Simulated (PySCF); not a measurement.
# Computed records: ClGeH3N2, GeH4N2O, GeH3NO2, BGeH3NO

All values are calculated (PySCF 2.14.0). Calculation on a computer-drawn molecule: the log of a Hartree-Fock and frozen-core CCSD(T) single point meant for a local Hartree-Fock minimum, with one planted fault or none, to be diagnosed. Offsets are logged minus clean, where the clean run is the same molecule without the fault. The reference is restricted for singlets and unrestricted otherwise, and also for a bond in bohr or an excited solution. Adding or removing an electron swaps singlet and doublet. The excited solution moves the top pair (singlet) or top alpha electron (doublet) to the lowest empty orbital. Highest occupied and lowest empty are orbital energies over both spins, largest force is the largest gradient component, triples share is (T) over the correlation energy, the T1 limit is 0.02 restricted and 0.045 unrestricted, electrons count all cores, a negative frequency is imaginary (commonest isotopes), and the dipole is about the centre of nuclear charge; on germanium a core potential holds 10 electrons, which the energies leave out, and 3d is frozen in MP2 and coupled-cluster steps.

Common to all runs: meant multiplicity 1; logged SCF converged yes; logged CC converged yes; logged SCF stable within its kind yes; possible faults no fault, one electron removed, one electron added, multiplicity raised by two, geometry at a saddle point, SCF held on an excited solution, minimal basis STO-3G, one bond length entered in bohr, all coordinates scaled.

```yaml
- entry: 1
  formula: ClGeH3N2
  logged_structure:
    atoms_angstrom:
      - ["N", -1.6258, -2.4945, 0.8972]
      - [Ge, -0.8058, -2.4246, -0.5646]
      - ["N", -0.3832, -1.1574, -1.7424]
      - [Cl, 0.0786, -4.2028, -1.3365]
      - [H, -1.9917, -1.5867, 1.1559]
      - [H, -0.8704, -0.2816, -1.727]
      - [H, -0.064, -1.4134, -2.6574]
  given:
    meant_charge: 0
    meant_basis: "cc-pV(D+d)Z"
    meant_basis_and_core_potential_on_germanium: "cc-pVDZ-PP ECP10MDF"
    logged_electrons: 65
    logged_basis_functions: 89
    logged_spin_squared: 0.7599
    "logged_highest_occupied [eV]": -17.355
    "logged_lowest_empty [eV]": -6.426
    "logged_largest_force [hartree/bohr]": 0.12568
    logged_T1_diagnostic: 0.024341
    logged_D1_diagnostic: 0.13703
    logged_triples_share: 0.029767
    "logged_dipole_magnitude [debye]": 5.2214
    "logged_energy_HF [hartree]": -863.25237
    "logged_energy_CCSD(T) [hartree]": -863.82638
    drawn_bonds_atom: [1, 2, 2, 1, 3, 3]
    drawn_bonds_other_atom: [2, 3, 4, 5, 6, 7]
    drawn_bonds_order: [2, 1, 1, 1, 1, 1]
  results:
    planted_fault: "one electron removed"
    "HF_energy_offset_from_clean_run [kcal/mol]": 174.6
    "CCSD(T)_energy_offset_from_clean_run [kcal/mol]": 203.2
- entry: 2
  formula: ClGeH3N2
  logged_structure:
    atoms_angstrom:
      - ["N", -1.6258, -2.4945, 0.8972]
      - [Ge, -0.8058, -2.4246, -0.5646]
      - ["N", -0.3832, -1.1574, -1.7424]
      - [Cl, 0.0786, -4.2028, -1.3365]
      - [H, -1.9917, -1.5867, 1.1559]
      - [H, -0.8704, -0.2816, -1.727]
      - [H, -0.064, -1.4134, -2.6574]
  given:
    meant_charge: 0
    meant_basis: "cc-pV(D+d)Z"
    meant_basis_and_core_potential_on_germanium: "cc-pVDZ-PP ECP10MDF"
    logged_electrons: 67
    logged_basis_functions: 89
    logged_spin_squared: 0.7627
    "logged_highest_occupied [eV]": 1.1287
    "logged_lowest_empty [eV]": 8.4084
    "logged_largest_force [hartree/bohr]": 0.097449
    logged_T1_diagnostic: 0.090098
    logged_D1_diagnostic: 0.62916
    logged_triples_share: 0.032596
    "logged_dipole_magnitude [debye]": 4.3675
    "logged_energy_HF [hartree]": -863.45504
    "logged_energy_CCSD(T) [hartree]": -864.08511
    drawn_bonds_atom: [1, 2, 2, 1, 3, 3]
    drawn_bonds_other_atom: [2, 3, 4, 5, 6, 7]
    drawn_bonds_order: [2, 1, 1, 1, 1, 1]
  results:
    planted_fault: "one electron added"
    "HF_energy_offset_from_clean_run [kcal/mol]": 47.47
    "CCSD(T)_energy_offset_from_clean_run [kcal/mol]": 40.86
  notes: ["T1 above single-reference limit", "highest electron not bound in this basis"]
- entry: 3
  formula: GeH4N2O
  logged_structure:
    atoms_angstrom:
      - ["N", 0.9465, -0.0639, -3.7287]
      - [Ge, 0.3763, 0.824, -2.4257]
      - ["N", -1.1651, 0.4616, -1.5947]
      - [O, 1.7569, 3.4003, -0.8583]
      - [H, 1.8727, 0.2239, -4.0112]
      - [H, -1.7613, -0.2106, -2.0418]
      - [H, -1.6991, 1.2149, -1.2038]
      - [H, 1.3796, 3.6336, -0.0216]
  given:
    meant_charge: 0
    meant_basis: cc-pVDZ
    meant_basis_and_core_potential_on_germanium: "cc-pVDZ-PP ECP10MDF"
    logged_electrons: 58
    logged_basis_functions: 85
    logged_spin_squared: 1.039
    "logged_highest_occupied [eV]": -8.9083
    "logged_lowest_empty [eV]": 1.6441
    "logged_largest_force [hartree/bohr]": 0.045899
    logged_T1_diagnostic: 0.030589
    logged_D1_diagnostic: 0.12578
    logged_triples_share: 0.028503
    "logged_dipole_magnitude [debye]": 3.4451
    "logged_energy_HF [hartree]": -479.35939
    "logged_energy_CCSD(T) [hartree]": -479.98286
    drawn_bonds_atom: [1, 2, 2, 1, 3, 3, 4]
    drawn_bonds_other_atom: [2, 3, 4, 5, 6, 7, 8]
    drawn_bonds_order: [2, 1, 1, 1, 1, 1, 1]
  results:
    planted_fault: "one bond length entered in bohr, row 3 of the drawn bonds"
    "HF_energy_offset_from_clean_run [kcal/mol]": 58.95
    "CCSD(T)_energy_offset_from_clean_run [kcal/mol]": 84.41
- entry: 4
  formula: GeH3NO2
  logged_structure:
    atoms_angstrom:
      - ["N", -1.8397, -0.6721, -0.1021]
      - [Ge, -0.7844, 0.6311, -0.0554]
      - [O, -0.9348, 2.3633, 0.0656]
      - [O, 0.9363, 0.4294, -0.1338]
      - [H, -2.8104, -0.3976, -0.0473]
      - [H, -1.824, 2.6847, 0.1206]
      - [H, 1.2007, -0.4785, -0.2052]
  given:
    meant_charge: 0
    meant_basis: cc-pVDZ
    meant_basis_and_core_potential_on_germanium: "cc-pVDZ-PP ECP10MDF"
    logged_electrons: 59
    logged_basis_functions: 80
    logged_spin_squared: 0.8116
    "logged_highest_occupied [eV]": 1.6038
    "logged_lowest_empty [eV]": 8.8569
    "logged_largest_force [hartree/bohr]": 0.064104
    logged_T1_diagnostic: 0.039244
    logged_D1_diagnostic: 0.24066
    logged_triples_share: 0.030307
    "logged_dipole_magnitude [debye]": 1.2064
    "logged_energy_HF [hartree]": -499.20589
    "logged_energy_CCSD(T) [hartree]": -499.89602
    drawn_bonds_atom: [1, 2, 2, 1, 3, 4]
    drawn_bonds_other_atom: [2, 3, 4, 5, 6, 7]
    drawn_bonds_order: [2, 1, 1, 1, 1, 1]
  results:
    planted_fault: "one electron added"
    "HF_energy_offset_from_clean_run [kcal/mol]": 53.65
    "CCSD(T)_energy_offset_from_clean_run [kcal/mol]": 42.97
  notes: ["highest electron not bound in this basis"]
- entry: 5
  formula: BGeH3NO
  logged_structure:
    atoms_angstrom:
      - [O, -0.4321, 0.2283, -0.2013]
      - [B, -0.3375, -0.2068, 1.0028]
      - ["N", -1.0521, 0.4035, 2.2142]
      - [Ge, -1.4169, 2.0305, 1.9644]
      - [H, 0.3581, -1.1815, 1.3518]
      - [H, -2.1816, 2.8174, 3.0556]
      - [H, -1.003, 3.0138, 0.8678]
  given:
    meant_charge: -1
    meant_basis: aug-cc-pVDZ
    meant_basis_and_core_potential_on_germanium: "aug-cc-pVDZ-PP ECP10MDF"
    logged_electrons: 56
    logged_basis_functions: 128
    logged_spin_squared: 0.0
    "logged_highest_occupied [eV]": -4.2541
    "logged_lowest_empty [eV]": 3.3896
    "logged_largest_force [hartree/bohr]": 5.5061e-06
    "logged_lowest_frequency [cm^-1]": 103.68
    logged_T1_diagnostic: 0.024374
    logged_D1_diagnostic: 0.074746
    logged_triples_share: 0.043213
    "logged_dipole_magnitude [debye]": 8.8025
    "logged_energy_HF [hartree]": -449.13628
    "logged_energy_CCSD(T) [hartree]": -449.77177
    drawn_bonds_atom: [1, 2, 3, 2, 4, 4]
    drawn_bonds_other_atom: [2, 3, 4, 5, 6, 7]
    drawn_bonds_order: [1, 1, 2, 1, 1, 1]
  results:
    planted_fault: null
  notes: ["T1 above single-reference limit"]
```

Questions
1. Give the missing planted fault for BGeH3NO (entry 5).

## Answers
1. no fault

Further results for BGeH3NO (entry 5):

* HF energy offset from clean run: 0 kcal/mol
* CCSD(T) energy offset from clean run: 0 kcal/mol
